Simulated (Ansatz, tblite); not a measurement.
Cost and result up the ladder for the cluster In5P5 (the lowest singlet isomer of a short search) (10 atoms). The state is a singlet with charge 0. Geometry: PBE-D4/def2-SVP.

```csv
atom,x (Å),y (Å),z (Å)
In1,2.1252,-0.4427,3.1199
In2,-2.1149,-2.0374,0.9588
In3,1.9476,1.3793,0.4292
In4,1.3394,0.1729,-3.0896
In5,-2.1653,1.9785,0.5988
P6,-0.2007,-1.7097,-1.3075
P7,-1.3342,0.1220,-1.7924
P8,0.8130,-1.3929,0.6224
P9,-0.0738,1.8437,-1.2914
P10,-0.3363,0.0862,1.7518
```

Ansatz on 4 threads of Arm Neoverse V2 on a shared host; xTB runs through tblite on one thread. Times are rough, summed over both states, and most runs start from the orbitals of an earlier one. No level here is sound enough to serve as a yardstick. The other state is a doublet.

In the def2 sets In takes a core potential; there is no spin–orbit coupling. The xTB rows come from tblite. The structure comes from a short search, and lower isomers may exist.

Raw xTB energies of ions are shifted by several eV.

| level | functions | wall time | vertical IE (eV) | remarks |
| --- | --- | --- | --- | --- |
| GFN1-xTB | 90 | 0.044 s | 8.96 | – |
| GFN2-xTB | 90 | 0.044 s | 9.79 | – |
| PBE-D4/def2-SVP | 220 | 24 s | 6.42 | – |
| PBE0-D4/def2-SVP | 220 | 60 s | 6.54 | restricted SCF unstable in HF (singlet) |
